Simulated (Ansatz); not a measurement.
Relaxation of ClH₅Sn (7 atoms, charge 0, multiplicity 1), to a largest force component of 0.03 eV/Å in at most 50 steps.

The calculation used RKS PBE/def2-SVP in Ansatz.

```xyz
7
Properties=species:S:1:pos:R:3
Sn -0.520 0.000 -0.436
H 0.216 0.000 2.424
H 0.975 0.000 0.428
H -0.668 1.448 -1.359
H -0.668 -1.448 -1.359
Cl -2.462 0.000 0.980
H -0.480 0.000 2.621
```

Q: Where does it end, and by what steps?

A: It converged. The force dipped under the threshold on the way, but the program's further checks kept it going. After 13 steps the energy has fallen by 0.233 eV; H2 moved furthest, 1.26 Å.

```
step  energy less start (eV)  largest force component (eV/Å)  accepted
   0                  0.0000                           1.793       yes
   1                 -0.1291                           0.195       yes
   2                 -0.1765                           0.424       yes
   3                 -0.2096                           0.144       yes
   4                 -0.2226                           0.103       yes
   5                 -0.2222                           0.196        no
   6                 -0.2271                           0.048       yes
   7                 -0.2297                           0.046       yes
   8                 -0.2305                           0.071       yes
   9                 -0.2316                           0.005       yes
  10                 -0.2321                           0.052       yes
  11                 -0.2325                           0.048       yes
  12                 -0.2328                           0.028       yes
  13                 -0.2329                           0.023       yes
```

```xyz
7
Properties=species:S:1:pos:R:3
Sn -0.552 0.000 -0.847
H 0.195 0.000 3.680
H 0.975 0.000 -0.044
H -0.820 1.434 -1.765
H -0.820 -1.434 -1.765
Cl -2.204 0.000 0.871
H -0.380 0.000 3.168
```

Whether the end is a true minimum wasn't checked by a vibrational analysis.

Run time: 22 s on 1 thread of Arm Neoverse V2 (shared host), peak memory 0.12 GiB.
